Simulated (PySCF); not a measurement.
Structure problem from calculated spectra and properties.

Elements present: B, C, Cl, H and O. Monoisotopic mass: 139.9967 u.

* UV, first state: lowest singlet excitation: 7.18 eV (173 nm, f = 0.000) [TDDFT wB97X-D/def2-SVPD]
* 1H NMR: chemical shifts (computed TMS as zero) by class: 4.52 (1 H), 1.28 (6 H) ppm [GIAO B3LYP/pcSseg-1]
* Rotational structure: rotational constants A, B, C: 2.415, 1.073, 0.853 GHz [PBE0-D3(BJ)/def2-SVP]
* XPS: B1s 198.8, Cl2p3/2 206.4 (×2), C1s 291.1 (×2), C1s 292.8, O1s 539.1, Cl1s 2829.0 (×2) eV [ΔSCF SCAN, pcX-2 on the ionised atom, pcseg-1 elsewhere, spin-free X2C, 2p3/2 from a spin–orbit splitting computed afterwards within the 2p shell]
* Polarisability: 81.1 au [wB97X-D/def2-SVPD]
* Dipole: 2.87 D [wB97X-D/def2-SVPD]
* 13C NMR: chemical shifts (computed TMS as zero) by class: 74.7 (1 C), 25.0 (2 C) ppm [GIAO B3LYP/pcSseg-1]

Gas-phase values; electronic properties from PySCF, density fitting. Levels stand in brackets. One conformer (not necessarily the lowest) at the PBE0-D3(BJ)/def2-SVP geometry, without solvent, vibrations or thermal averaging. Each NMR value is the plain mean over a class of atoms that symmetry, rotation or inversion makes alike.

Q: Which formula fits the mass and the elements?

A: C3H7BCl2O (calculated 139.9967). No other formula that holds each of these elements comes within 0.0003 u with a fitting electron parity and a possible valence count.

Q: Give a SMILES that accounts for the data.

A: 3 carbons fall into 2 classes; from least to most shielded: carbon bonded to 2 C, O and H (74.7 ppm), carbon bonded to C and 3 H (25.0 ppm, 2 C). Hydrogen classes from least to most shielded: 1 H on a carbon bonded to 2 C, O and H (4.52 ppm), 6 H on 2 like atoms (carbon bonded to C and 3 H) (1.28 ppm, a mean of values up to 0.5 ppm apart in this geometry). The core levels belong to: B1s 198.8 eV, boron bonded to 2 Cl and O; Cl2p3/2 206.4 eV, chlorine bonded to B; C1s 291.1 eV, carbon bonded to C and 3 H; C1s 292.8 eV, carbon bonded to 2 C, O and H; O1s 539.1 eV, oxygen bonded to B and C; Cl1s 2829.0 eV, chlorine bonded to B. One atom of each topological class was ionised and stands for its class. The optimised geometry has point group C1 and is an asymmetric top. Structure: BCl2(OiPr) (`CC(C)OB(Cl)Cl`). The assignments are read from this structure; whether some other isomer fits the data as well wasn't checked.
